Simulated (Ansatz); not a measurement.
Species: CH₄B₂O, SMILES `B[C@@H]1BO1` (charge 0, multiplicity 1).

### Question
Give a relaxed geometry from Ansatz (a program for electronic structure) with B3LYP-D3(BJ)/def2-TZVP.

### Answer
This is not unique; one that fits is the end point of this relaxation, one of several conformers (outside a Z-matrix the atoms follow the SMILES, hydrogens last).
Cartesian coordinates (Å) in one orientation:
```xyz
8

B     -1.260    -0.202     0.016
C      0.046     0.454    -0.341
B      1.342    -0.209     0.217
O      0.995     0.907     0.804
H     -1.522    -0.469     1.146
H     -1.992    -0.522    -0.869
H      0.203     1.068    -1.222
H      2.188    -1.028     0.249
```
